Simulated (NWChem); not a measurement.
# C₃H₄F₂O; SMILES CC(F)(F)C=O

```xyz
10

C     -1.5122     0.3635     0.0000
C     -0.0075     0.3537     0.0000
F      0.4913     1.0073    -1.1057
F      0.4913     1.0073     1.1057
C      0.6508    -1.0413     0.0000
O      0.0342    -2.0815     0.0000
H     -1.8923    -0.1586     0.8974
H     -1.8683     1.4107     0.0000
H     -1.8923    -0.1586    -0.8974
H      1.7801    -0.9851     0.0000
```
Atoms are numbered in this order, from 1.

Results from NWChem. Pople sets run with spherical d functions. Geometry: optimised at PBE-D3(BJ)/def2-SVP. Atomic charges in e: unrestrained fits to the electrostatic potential beside Mulliken populations; buried atoms are poorly determined by the fit.

For level B3LYP/def2-SVP:

- Mulliken C1: 0.02
- ESP C2: 0.68
- Mulliken C2: 0.30
- Mulliken F3: -0.22
- Mulliken F4: -0.22
- Mulliken C5: 0.13

Estimate the same quantities for level Hartree-Fock/6-31G*.

The Mulliken C1 comes out as -0.57, the ESP C2 comes out as 0.78 and the Mulliken C2 is 0.86. The Mulliken F3 is -0.46 and the Mulliken F4 is -0.46. The Mulliken C5 is 0.27.
